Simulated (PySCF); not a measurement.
Species: C7H5Cl3.
InChI=1S/C7H5Cl3/c1-5-2-3-6(4-5)7(8,9)10/h2-4H,1H2

Linear response at wB97X-D/def2-SVPD (PySCF, frozen core in the response, non-relativistic). Geometry: PBE0-D3(BJ)/def2-SVP; no solvent, vibrations or thermal averaging.

Static isotropic polarisability: 127.66 au (18.92 Å³), principal values 94.1, 116.0, 172.9 au.

What is the polarisability at 1064 nm and at the sodium D line?

129.47 au at 1064 nm (+1.4 %), 134.09 au at 589.3 nm (+5.0 %). The rise at 589.3 nm is 3.54 times that at 1064 nm; a pure ω² law gives 3.26. The lowest singlet lies at 342 nm, shorter than both wavelengths.

What is the isotropic C6 coefficient between two such molecules, C6 = (3/π)∫α(iω)² dω?

5908 au (Eh·bohr⁶) by a ten-point quadrature over imaginary frequencies, which is 3530 eV·Å⁶ or 341 J·nm⁶/mol.

Which effective excitation energy ω̄ makes London's formula C6 = (3/4)α²ω̄ exact here?

ω̄ = 4·C6/(3α²) = 0.483 Eh = 13.2 eV. A one-pole form α(ω) = α/(1 − ω²/ω̄²) fitted to the 1064 nm value gives 9.8 eV.

How anisotropic is the static polarisability, by Δα² = ½[(α1 − α2)² + (α2 − α3)² + (α3 − α1)²]?

Δα = 70.5 au, or 0.55 of the isotropic value.

What n − 1 at the D line would an ideal gas of it have at 273.15 K and 1 atm (2.6868 × 10¹⁹ cm⁻³), by n − 1 = 2π·N·α′?

33.54 × 10⁻⁴, a formal value whether or not that pressure can be reached.

The lowest 6 singlets have (eV, f): 3.63, 0.008; 5.23, 0.476; 5.93, 0.001; 6.27, 0.392; 6.29, 0.000; 6.30, 0.006. What share of the static polarisability do they carry in the sum over states α = Σ f/ω²?

20.87 au, 16.4 % of α; the largest term, 12.88 au, is that of the state at 5.23 eV. Their oscillator strengths add up to 0.88. Higher states carry the rest.

How many electrons N does the Slater–Kirkwood formula C6 = (3/4)·√N·α^(3/2) need to give this C6?

N = (4·C6/3)²/α³ = 29.8; the species has 98 electrons in all.

What does −C6/R⁶ come to at R = 10 Å between centres?

-340 J/mol. This is the leading, orientation-averaged term; C8 and higher terms are left out.

Hardware: one thread of an Arm Neoverse V1, shared host. Cost: 1.9 min of wall time. This is the whole response run at wB97X-D/def2-SVPD, SCF included.

Shape of the structure used: `[CH2:1]=[C:2]1[CH:3]=[CH:4][C:5]([C:6]([Cl:7])([Cl:8])[Cl:9])=[CH:10]1`: C4–C5–C6–Cl7 59°.

The pairwise dispersion term of wB97X-D wasn't added to the energies; at a given geometry it leaves orbitals and properties as they are.
